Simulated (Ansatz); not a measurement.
Total energies of Al3Ru from Ansatz at PBE0-D4/def2-TZVP, gas phase (1 Eh = 27.2114 eV = 2625.5 kJ/mol). The reference geometry is relaxed at PBE-D4/def2-SVP.

```xyz
4

Ru    0.858    0.074    0.675
Al    0.805   -0.130   -1.598
Al   -0.807   -1.487    0.597
Al   -0.855    1.543    0.326
```

```tsv
state	geometry	energy (Eh)
charge 0 doublet	reference	-821.87740
charge 1 singlet	reference	-821.63829
charge 0 quartet	relaxed at PBE-D4/def2-SVP	-821.83352
free Ru atom (quintet)	–	-94.79423
free Al atom (doublet)	–	-242.24894
```

In the def2 sets Ru takes a core potential; there is no spin–orbit coupling.

(1) Work out the vertical ionisation energy to the singlet.

(2) Which of the charge 0 states is lowest, and how far above it are the others?

(3) What is the binding energy per atom against free atoms?

(1) E(charge 1 singlet) − E(charge 0 doublet) = -821.63829 − (-821.87740) = 0.23911 Eh = 6.51 eV. For comparison, −ε of the highest occupied level of the spin that leaves is 5.02 eV at this level, 1.49 eV less.

(2) The doublet. quartet: -821.83352 − (-821.87740) = 0.04388 Eh = 115.2 kJ/mol.

(3) Atoms: 1 × (-94.79423) + 3 × (-242.24894) = -821.54105 Eh. Binding: -821.54105 − (-821.87740) = 0.33635 Eh = 9.15 eV, or 2.29 eV for each of 4 atoms (no zero-point energy, no counterpoise term).

The restricted singlet is unstable towards broken spin symmetry in Hartree–Fock (as tested in another run); at PBE0-D4/def2-TZVP this wasn't settled. 

The structure comes from a short search, and lower isomers may exist.
